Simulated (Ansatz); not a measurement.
C2H4FGeN, SMILES `N#C[CH2][GeH2][F]`, relaxed with RKS PBE0-D4/def2-TZVP in the Gaussian-basis code of Ansatz from a PBE-D4/def2-SVP geometry. The force threshold is 0.005 eV/Å; the program also tests the step.

Charge 0, multiplicity 1.

Start:

```xyz
9

N    -2.342    1.411   -0.553
C    -1.202    1.140   -0.505
C     0.189    0.739   -0.409
Ge    0.337   -1.018    0.512
F     2.068   -1.339    0.548
H     0.778    1.484    0.165
H     0.645    0.644   -1.416
H    -0.147   -0.920    1.978
H    -0.326   -2.140   -0.319
```

| step | energy (eV) | largest force (eV/Å) | largest move (Å) |
| --- | --- | --- | --- |
| 1 | -62853.3152 | 2.297 | 0.000 |
| 2 | -62853.3675 | 0.233 | 0.033 |
| 3 | -62853.3700 | 0.066 | 0.011 |
| 4 | -62853.3701 | 0.012 | 0.005 |
| 5 | -62853.3701 | 0.011 | 0.002 |
| 6 | -62853.3701 | 0.004 | 0.001 |

End:

```xyz
9

N    -2.309    1.407   -0.556
C    -1.192    1.135   -0.504
C     0.189    0.732   -0.405
Ge    0.330   -1.008    0.508
F     2.042   -1.320    0.537
H     0.762    1.469    0.162
H     0.632    0.640   -1.399
H    -0.137   -0.925    1.963
H    -0.318   -2.130   -0.307
```

Run time 23 s (4 threads of an Arm Neoverse V1 on a shared host); peak host memory 0.5 GiB.
